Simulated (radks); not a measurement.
In3+, 46 electrons, occupied as [Kr] 4d9.5 5p0.5 (fractional occupations, a model configuration). Method: scalar-relativistic Kohn-Sham, r2SCAN, spin-unpolarised, spherical densities, finite nucleus; meta-GGA in the generalised Kohn-Sham scheme; Fermi nuclear charge, rms radius 4.6156 fm; computed with a radial shooting solver on a logarithmic mesh with Libxc functionals.

X-ray form factor f0, the Fourier transform of the density (f0(0) = 46):

sin(theta)/lambda (1/angstrom)  f0 (electrons)
0.05                                    45.493
0.1                                     44.073
0.15                                    41.981
0.2                                     39.490
0.25                                    36.830
0.3                                     34.176
0.4                                     29.329
0.5                                     25.446
0.6                                     22.540
0.8                                     18.713
1                                       16.034
1.25                                    13.085
1.5                                     10.501
2                                        7.093
